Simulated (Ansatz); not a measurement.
Gas-phase electronic energies from Ansatz, PBE0-D4/def2-TZVP geometries. CCSD(T)/CBS adds triple-zeta CCSD(T) − MP2 to the extrapolated MP2 energy (def2 sets, frozen cores). This one scheme is used for every species. Functionals use def2-TZVPP. One conformer a species, not always the lowest.

Consider the formal exchange of groups at the Si–O bond: `CO[SiH](O)Cl` + ethane → `CC[SiH](Cl)OC` + H₂O.

CCSD(T)/CBS gives +107.4 kJ/mol.

Problem. Another level gave +114.3 kJ/mol. Which?
A. PBE0/def2-TZVPP
B. PBE0-D4/def2-TZVPP
C. B2PLYP/def2-TZVPP
D. SCS-MP2/def2-TZVPP

Solution. D. SCS-MP2/def2-TZVPP 114.3, PBE0-D4 104.1, B2PLYP 118.5, PBE0 109.4 kJ/mol.

Largest T1 diagnostic among the species: 0.011.

In def2-TZVPP, CCSD(T) changes the Hartree–Fock value by −23.5 kJ/mol (the triples alone add −2.9 kJ/mol) and MP2 by −23.8 kJ/mol. The D4 term adds −8.8 kJ/mol with B3LYP and −5.2 kJ/mol with PBE0; it sums over pairs of atoms, weighted by their polarisabilities, and B3LYP, whose exchange is more repulsive, gets the larger term.

B3LYP here is the variant with VWN-RPA as its local correlation; programs differ in this.
